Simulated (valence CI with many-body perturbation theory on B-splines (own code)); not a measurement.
Hyperfine factors and g values of Bi42+

Calculated by valence CI with perturbative core correlation (CI+MBPT): five valence electrons over a frozen Dirac-Fock core [Kr], a basis of 7 s, 7 p, 8 d, 6 f, 4 g, 1 h functions for each j, with the one-electron correlation potential Σ1, the two-electron term Σ2, the three-electron term Σ3, Breit, model QED; selected CI, second order for the rest (own B-spline code, finite nucleus).

No measured spectrum was set against this ion. As an estimate, large intervals hold to a few tenths of a per cent, small ones and those within an open d or f shell to about a per cent. Only levels of the ground parity were solved; by the run's estimate the other parity begins above the list, which can be wrong where configurations are misplaced.

A/g_I is the dipole constant over the nuclear g factor μ/I (μ in nuclear magnetons, uniformly magnetised nucleus), B/Q the quadrupole constant per barn. Both hold the static response of the core; the bare values leave it out. Large factors of s and p1/2 electrons are usually good to 5 to 10 %; those of open d and f shells near neutrality can be off by tens of per cent, and small factors of p3/2, d and f electrons come from cancelling terms and can be off by a factor of two or in sign, in half-filled shells by more. B is blank for J = 1/2, where it vanishes, and for nearly pure S terms. Energies count from the lowest level.

Levels are named by their leading jj configuration (3d3/2^4 stands for four electrons in 3d with j = 3/2), which in mixed levels can hold well under half, so a name can repeat and another be missing. Letters in brackets count levels of one name in rising energy.

```tsv
Level	E (cm⁻¹)	g	A/g_I (MHz)	A/g_I bare	B/Q (MHz/b)	B/Q bare
(4d3/2^4 4d5/2) J=5/2	0	1.282	13900	14700	29200	28000
(4d3/2^3 4d5/2^2) J=5/2 [a]	217720	1.339	7780	8740	10600	10200
(4d3/2^3 4d5/2^2) J=7/2 [a]	261010	1.168	16800	17200	34600	33400
(4d3/2^3 4d5/2^2) J=3/2 [a]	266560	1.154	21900	22200	26700	25800
(4d3/2^3 4d5/2^2) J=11/2	270220	1.103	22400	22500	-2370	-2490
(4d3/2^3 4d5/2^2) J=9/2	286740	1.136	19800	20000	32900	31800
(4d3/2^3 4d5/2^2) J=5/2 [b]	298920	1.130	20700	20900	-2010	-1900
(4d3/2^3 4d5/2^2) J=1/2	310870	1.773	-13400	-10800		
(4d3/2^3 4d5/2^2) J=7/2 [b]	314720	1.071	24800	24700	-37800	-36500
(4d3/2^3 4d5/2^2) J=3/2 [b]	376020	0.798	39900	38800	-35000	-33900
(4d3/2^2 4d5/2^3) J=5/2 [a]	475260	1.318	5730	6610	1810	1760
(4d3/2^2 4d5/2^3) J=7/2 [a]	507180	1.214	14400	14900	-1420	-1380
(4d3/2^2 4d5/2^3) J=11/2	512960	1.093	21900	21900	526	526
(4d3/2^2 4d5/2^3) J=9/2 [a]	518360	1.146	18700	19000	-3180	-3090
(4d3/2^2 4d5/2^3) J=1/2 [a]	531040	0.457	64600	62300		
(4d3/2^2 4d5/2^3) J=13/2	534940	1.071	23600	23600	-15.2	0.776
(4d3/2^2 4d5/2^3) J=3/2 [a]	539080	1.170	18100	18500	603	558
(4d3/2^2 4d5/2^3) J=5/2 [b]	542360	1.020	26600	26400	-3390	-3250
(4d3/2^2 4d5/2^3) J=9/2 [b]	565040	1.107	21300	21400	859	833
(4d3/2^2 4d5/2^3) J=7/2 [b]	572080	0.986	29200	28800	-1440	-1400
(4d3/2^2 4d5/2^3) J=5/2 [c]	577060	1.053	24600	24500	3080	2950
(4d3/2^2 4d5/2^3) J=3/2 [b]	578940	0.861	36600	35700	2560	2520
(4d3/2^2 4d5/2^3) J=1/2 [b]	600230	1.760	-17700	-15200		
(4d3/2^2 4d5/2^3) J=7/2 [c]	603480	1.035	26300	26100	1410	1360
(4d3/2^2 4d5/2^3) J=9/2 [c]	633740	1.105	21400	21500	9780	9490
(4d3/2^2 4d5/2^3) J=3/2 [c]	683600	1.185	16800	17200	-7990	-7760
(4d3/2^2 4d5/2^3) J=5/2 [d]	698770	1.186	16700	17100	7070	6850
(4d3/2 4d5/2^4) J=5/2 [a]	770940	1.239	9650	10200	-12800	-12300
(4d3/2 4d5/2^4) J=7/2 [a]	804340	1.187	16300	16600	-38700	-37400
(4d3/2 4d5/2^4) J=3/2 [a]	813930	0.999	24500	24200	-28000	-27000
(4d3/2 4d5/2^4) J=11/2	814300	1.074	22900	22900	1970	2130
(4d3/2 4d5/2^4) J=9/2	836380	1.117	20200	20300	-40300	-39000
(4d3/2 4d5/2^4) J=5/2 [b]	851940	1.111	20600	20700	6340	6120
(4d3/2 4d5/2^4) J=7/2 [b]	863550	1.016	26000	25800	43400	41900
(4d3/2 4d5/2^4) J=1/2	886860	1.324	-6950	-6070		
(4d3/2 4d5/2^4) J=3/2 [b]	946380	0.861	38900	38100	41100	39800
(4d5/2^5) J=5/2	1096800	1.157	16000	16300	-39800	-38400
```

Take the isotope of mass number 209, with I = 9/2, μ = 4.092 μN, leaving out the quadrupole term. What is the hyperfine structure of (4d3/2^3 4d5/2^2) J=11/2?

From the table A = 20400 MHz. Shifts from the centre of gravity in MHz: F = 1: -597000, F = 2: -556000, F = 3: -495000, F = 4: -413000, F = 5: -311000, F = 6: -189000, F = 7: -45900, F = 8: 117000, F = 9: 301000, F = 10: 505000.
